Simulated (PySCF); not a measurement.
Correlation energy of Ba (barium, neutral)

Starting occupation: [Xe] 6s2. Computed with PySCF 2.14 in x2c-TZVPPall-2c with one added diffuse shell each of s, p, d type (12s12p10d2f1g, 121 functions), with X2C-1e with screened-nucleus spin-orbit coupling, Gaussian nucleus. Frozen: [Kr]; 20 electrons correlated; the 24 highest virtual spinors left out.

MP2 pair energies summed by pair of shells (mhartree):

```
       pair  energy  share (%)
4d3/2-4d5/2  -59.39       13.3
5p3/2-5p3/2  -51.66       11.5
5p1/2-5p3/2  -49.63       11.1
4d5/2-4d5/2  -42.66        9.5
4d5/2-5p3/2  -40.59        9.1
4d3/2-5p3/2  -25.66        5.7
5p3/2-6s1/2  -21.27        4.7
4d5/2-5p1/2  -21.13        4.7
5p3/2-5s1/2  -20.31        4.5
4d3/2-4d3/2  -17.94        4.0
6s1/2-6s1/2  -17.08        3.8
4d3/2-5p1/2  -14.24        3.2
4d5/2-5s1/2  -13.24        3.0
5p1/2-5p1/2  -12.77        2.8
5p1/2-5s1/2  -10.25        2.3
5p1/2-6s1/2   -9.44        2.1
4d3/2-5s1/2   -8.53        1.9
5s1/2-5s1/2   -5.73        1.3
4d5/2-6s1/2   -2.99        0.7
4d3/2-6s1/2   -1.91        0.4
5s1/2-6s1/2   -1.53        0.3
```

Total MP2 correlation energy: -447.97 mhartree.

The virtual space was cut to 110 spinors, which keep -436.66 of the -447.97 mhartree of MP2 correlation.

| level | correlation energy (mhartree) |
| --- | --- |
| CCSD | -426.55 |

Diagnostics: T1 = 0.016, largest double amplitude 0.124.

Task: Is a single reference adequate?

Result: Mostly. T1 lies below 0.03, but a double amplitude of this size points to a near-degeneracy that CCSD handles and MP2 describes poorly.

This basis was not built for core-valence correlation, so the inner-shell part is incomplete.
